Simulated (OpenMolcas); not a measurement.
Predicting a hybrid from its neighbours: HOI (hypoiodous acid)

HOI has 3 atoms, charge 0, and is taken as a singlet. SMILES: `OI`. Geometry: relaxed at PBE0-D4/def2-TZVP.

The dipole moment y, in D, basis def2-TZVPP with a core potential; a is the functional's share of exact exchange. Programs: OpenMolcas 26.06.

```
functional     program     a  y (D)
       PBE  OpenMolcas     0   1.39
    revPBE  OpenMolcas     0   1.37
     B3LYP  OpenMolcas   0.2   1.47
      PBE0  OpenMolcas  0.25      ?
     BHLYP  OpenMolcas   0.5   1.55
```

Fit y = c + s·a to the known rows and predict PBE0.


1. Means of the 4 rows: a = 0.1750, y = 1.445.
2. Σ(Δa)² = 0.1675, Σ(Δa·Δy) = 0.0575, so the slope is 0.0575/0.1675 = 0.34328.
3. Intercept: 1.445 − (0.34328) × 0.1750 = 1.385. The largest residual of the fit is 0.016.
4. PBE0: 1.385 + (0.34328) × 0.25 = 1.47 D.

The run gave 1.46 D, so the prediction is off by +0.01 D, within the scatter of the fit. More exact exchange makes the molecule more polar here.
